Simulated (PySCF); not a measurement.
**Ionising SiI**

PBE; basis Si def2-TZVPPD, I def2-TZVPPD with ECP28; scalar-relativistic core potentials; PySCF 2.14. Neutral (UKS): doublet (π ↑), Re = 2.461 Å, ωe = 350 cm⁻¹, De = 3.50 eV, HOMO -4.26 eV, LUMO -4.05 eV.

SiI⁺ (UKS): singlet (closed shell), Re = 2.340 Å, ωe = 434 cm⁻¹, De = 4.57 eV to Si⁺ + I. The energies at the minima are -587.01715 hartree for SiI and -586.75540 for SiI⁺.

(1) Work out the adiabatic ionisation energy, without and with harmonic zero-point energies (1 hartree = 27.2114 eV, 1 eV = 8065.5 cm⁻¹), and the change of the bond length.

SiI⁻ (UKS): triplet (π ↑↑), Re = 2.664 Å, ωe = 240 cm⁻¹, De = 1.75 eV to Si + I⁻. The energies at the minima are -587.01715 hartree for SiI and -587.07238 for SiI⁻.

(2) Work out the adiabatic electron affinity, without and with harmonic zero-point energies (1 hartree = 27.2114 eV, 1 eV = 8065.5 cm⁻¹), and the change of the bond length.

These are scalar-relativistic numbers at best; spin–orbit coupling would shift them, the dissociation energy most. For an ion De counts to the pair picked by the measured ionisation energies or electron affinities, which need not be the lowest pair at this level. The highest Kohn–Sham level is positive in this anion. Much of that is self-interaction error, but it also means that the finite basis helps to hold the extra electron. States were picked by a PBE0 search and need not be the measured ground states.

Answers

(1) At PBE: 0.26175 hartree = 7.123 eV between the minima; the zero-point term (434.0 − 350.0)/2 cm⁻¹ = +0.005 eV makes it 7.128 eV. Re changes by -12.1 pm against the neutral. The electron leaves a π orbital, and the shorter bond of the ion fits an antibonding orbital, or a change in how ionic the bond is.

(2) At PBE: 0.05523 hartree = 1.503 eV between the minima; the zero-point term (350.0 − 240.0)/2 cm⁻¹ = +0.007 eV makes it 1.510 eV. Re changes by +20.3 pm against the neutral. The electron enters a π orbital, and the longer bond of the ion fits an antibonding orbital, or a change in how ionic the bond is.
